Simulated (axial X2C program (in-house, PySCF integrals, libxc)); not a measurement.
BeP⁻: from the spin-free to the two-component result

Calculated with an axial X2C code built on PySCF integrals. Spin-free means the one-electron spin-free X2C Hamiltonian; two-component (2c) means X2C with spin–orbit coupling and atomic mean-field two-electron Coulomb and Gaunt terms, so the difference of the two also holds small scalar two-electron terms. Basis: P dyall-av3z [9s8p3d2f], Be dyall-av3z [9s9p4d2f] (cores contracted in-house); Gaussian nuclei, density fitting, unrestricted open shells. Masses: P 30.974 u, Be 9.012 u.

Spin-free state: M_S = 1, Λ = 1 (beyond evenly filled blocks: σα, π+α, π+β, π-α); fragments P- + Be.

```tsv
level	Re (Å)	ωe (cm⁻¹)	De (eV)	μ (D)
PBE0	1.957	733.8	2.629	-1.68
HF	1.961	745.2	1.823	-0.76
MP2	1.961	751.9	2.530	n/a
CCSD	1.966	726.8	2.141	n/a
CCSD(T)	1.974	715.2	2.292	n/a
PW91	1.968	710.7	2.725	-1.98
```

Correlated methods: 8 electrons correlated (number of frozen shells: P 2 s, 1 p; Be 1 s), 210 virtual spin orbitals or spinors in MP2, 90 natural virtuals in coupled cluster.

Dipoles are positive if Be is the positive end and refer to the centre of mass.

Two-component determinant lowest at the distance of the search:

Ω = 2 (⟨Sz⟩ = 1.00, ⟨Lz⟩ = 1.00 at HF); fragments P- + Be.

```tsv
level	Re (Å)	ωe (cm⁻¹)	De (eV)	μ (D)
PBE0	1.957	733.8	2.640	-1.68
HF	1.960	745.5	1.832	-0.76
MP2	1.962	751.2	2.532	n/a
CCSD	1.966	726.7	2.150	n/a
CCSD(T)	1.974	715.0	2.295	n/a
PW91	1.968	710.6	2.736	-1.98
```

(1) From the two tables, how do the constants change at the CCSD(T) level (2c against spin-free)?

The state is a single determinant with fixed occupations, the lowest that a limited PBE0 search found. De is counted from the lowest determinant-based energies of the atoms at the same level, without counterpoise correction. Density functionals use the spin component along the axis (collinear). Coupled cluster ran in a truncated set of natural virtual spinors; the MP2 energy of the rest was added. (T) has no such correction and the atoms are truncated less, which lowers De at CCSD(T) by a hundredth of an eV or more. The 2c atoms are single determinants rather than J levels; their spin–orbit lowering is only partly caught, and De is too large by that part. This holds for PBE0, CCSD, PW91. PBE0 can misorder states that lie within some tenths of an eV, so this need not be the ground state of the molecule. The nearest other spin-free determinant of the search, M_S = 0, Λ = 1, lies 0.04 eV up at the distance of the search. Without a current term, density functionals place determinants with orbital angular momentum somewhat too high. With several unpaired electrons one determinant need not be a pure state. A state of lower Ω lies just above, and one determinant can place such states too high, so the state shown need not be the lowest. The search has Ω = 1 only 0.04 eV up. Open-shell Ω = 0 determinants with evenly filled partner blocks cannot be reached by this program, so the Ω shown need not be the lowest component. At some level and bond length an empty orbital lies below a filled one. The highest occupied level of some functionals is positive through self-interaction error; at Hartree–Fock it is bound. Hartree–Fock gets electron affinities wrong, so its lowest charge split need not be the true one.

## Answers

(1) At the CCSD(T) level Re is unchanged within 0.001 Å and ωe is unchanged to within 0.2 cm⁻¹; De changes by 0.003 eV.
